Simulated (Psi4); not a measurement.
A dimer, HF ··· H4Ge (SMILES F and [GeH4]); the first 2 atoms form monomer A.

```
7

F      0.4622     0.0000     0.0000
H     -0.4622     0.0000     0.0000
Ge     2.4526     1.6209     1.2084
H      2.7989     1.3739    -0.2674
H      3.5462     2.4853     1.8532
H      1.1031     2.3481     1.3028
H      2.3622     0.2762     1.9450
```

### Question
What interaction energy does SAPT0/jun-cc-pVDZ, frozen core in Psi4 give, and which attractive term is the largest?

### Answer
Total 4.29 kJ/mol: electrostatics -14.88, exchange 27.63, induction -3.48, dispersion -4.97. The most attractive term is electrostatics.
